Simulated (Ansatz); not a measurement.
H3OSi (SMILES [O][SiH3]), charge 0, multiplicity 2, relaxed at each level with Ansatz (a first-principles code); harmonic frequencies from differences of analytic forces, average atomic masses, frozen cores. Open shells are unrestricted.

**Question.** Give the equilibrium geometry, the harmonic frequencies and the zero-point energy at r2SCAN/def2-TZVPP.

**Answer.** 
(charge 0, multiplicity 2):
```xyz
5

O      1.178    -0.060    -0.065
Si    -0.467     0.029     0.010
H     -0.989     1.409    -0.153
H     -0.683    -0.430     1.418
H     -1.150    -0.895    -0.930
```
Frequencies (cm⁻¹): 524, 540, 844, 866, 879, 989, 2136, 2211, 2214. Zero-point energy 16.02 kcal/mol.

**Question.** Give the equilibrium geometry, the harmonic frequencies and the zero-point energy at CCSD(T)/cc-pV(T+d)Z.

**Answer.** 
(charge 0, multiplicity 2):
```xyz
5

O      1.1875    -0.0532    -0.0883
Si    -0.4775     0.0229     0.0311
H     -0.9805     1.4001    -0.1589
H     -0.7008    -0.4315     1.4254
H     -1.1401    -0.8853    -0.9292
```
Frequencies (cm⁻¹): 501, 585, 838, 924, 942, 1007, 2221, 2253, 2253. Zero-point energy 16.48 kcal/mol.
